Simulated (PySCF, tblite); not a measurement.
Isomers of C7H5ClO3S, one GFN2-xTB conformer each. Single-point energies are computed at PBE0/pcSseg-1 (PySCF, gas phase, no added dispersion term), electronic only.

Question: Rank them by PBE0/pcSseg-1 energy, lowest first (kJ/mol).
A. `[O:1]=[CH:2][c:3]1[cH:4][cH:5][cH:6][cH:7][c:8]1[S:9](=[O:10])(=[O:11])[Cl:12]` with O1–C2–C3–C4 7°, C7–C8–S9–O10 138°
B. `[CH3:1][O:2][C:3](=[O:4])[c:5]1[cH:6][cH:7][s:8][c:9]1[C:10](=[O:11])[Cl:12]` with C1–O2–C3–O4 -7°, O2–C3–C5–C6 128°, S8–C9–C10–O11 168°

Answer: B (0.0), A (217.2).

As drawn, the lower has a C(=O)–O unit, which the higher lacks; the higher has an S=O bond, which the lower lacks. GFN2-xTB itself gives, in the same order: 0.0, 70.2. Both levels put the same isomer lowest.

Q: Which frontier levels, dipoles and rotational constants go with these structures?

A: 
```tsv
SMILES	HOMO (eV, PBE0/pcSseg-1)	LUMO (eV)	dipole (D)	A, B, C (MHz)
COC(=O)c1ccsc1C(=O)Cl	-7.96	-2.68	3.26	1003, 622.8, 408.4
O=Cc1ccccc1S(=O)(=O)Cl	-8.01	-2.89	4.97	1037, 662.6, 492.1
```

Q: What happens when harmonic zero-point energies from GFN2-xTB frequencies are added?

A: 
```
                SMILES  ZPE (kJ/mol)  electronic (kJ/mol)  with ZPE (kJ/mol)
 COC(=O)c1ccsc1C(=O)Cl         277.3                  0.0                0.0
O=Cc1ccccc1S(=O)(=O)Cl         279.9                217.2              219.9
```

The zero-point energies span 2.6 kJ/mol. The order is unchanged.
